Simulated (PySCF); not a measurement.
C₃H₇In, SMILES C=[CH][InH][CH3].

Geometry optimised at r2SCAN-D4/def2-SVP. The structure was generated by enumeration; whether it is a known compound was not checked. The def2 effective core potentials stand for the cores of In; spin–orbit coupling is left out. The values are those of a single conformer.

Two levels are set side by side: TDDFT-PBE/def2-SVPD (PySCF) and TDDFT-CAM-B3LYP/def2-SVPD (PySCF). Vertical, same geometry. The lowest singlet is HOMO→LUMO 99 % with PBE and HOMO→LUMO 96 % with the other functional; states are paired by order. Differences are taken from unrounded values.

```json
[
 {"quantity": "lowest singlet excitation (eV)", "TDDFT-CAM-B3LYP": "4.56"},
 {"quantity": "lowest triplet excitation (TDA) (eV)", "TDDFT-CAM-B3LYP": "4.00"},
 {"quantity": "first bright state (f over 0.05) (eV)", "TDDFT-CAM-B3LYP": "5.81"},
 {"quantity": "its oscillator strength", "TDDFT-CAM-B3LYP": "0.13"}
]
```

Task: What does TDDFT-PBE give, and how far is it from TDDFT-CAM-B3LYP? (An estimate is asked for; the answer gives what the named calculation found.)

Result: 
```
quantity                               TDDFT-PBE  TDDFT-PBE minus TDDFT-CAM-B3LYP
-------------------------------------  ---------  -------------------------------
lowest singlet excitation (eV)              4.01                            -0.54
lowest triplet excitation (TDA) (eV)        3.72                            -0.28
first bright state (f over 0.05) (eV)       5.02                            -0.78
its oscillator strength                     0.07                            -0.06
```

A lower first singlet is the usual sign of a functional without exact exchange. Differences between two approximate levels are no errors against the true value.

Rough cost on one machine, each run with all the roots and properties that it gave: TDDFT-CAM-B3LYP against TDDFT-PBE about 4 times.
